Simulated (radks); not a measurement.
Values are calculated unless marked as measured or tabulated.
Question: Code: a radial shooting solver on a logarithmic mesh with Libxc functionals. Model: scalar-relativistic Kohn-Sham, LDA (Slater exchange, Perdew-Wang correlation), spin-unpolarised, spherical densities, finite nucleus; Fermi nuclear charge, rms radius of each element as measured or else 0.836 A^(1/3) + 0.57 fm. Each species is in its NIST ground configuration. Rank Cd3+, Rh3+, Ag3+, Ru3+, Mo3+, Zr3+, Nb3+, Tc3+, Pd3+ by radius at which the density is 0.001 e/bohr^3 (bohr), largest first.

Answer: Nb3+ 3.30, Mo3+ 3.29, Tc3+ 3.27, Zr3+ 3.24, Ru3+ 3.23, Rh3+ 3.18, Pd3+ 3.13, Ag3+ 3.08, Cd3+ 3.03.
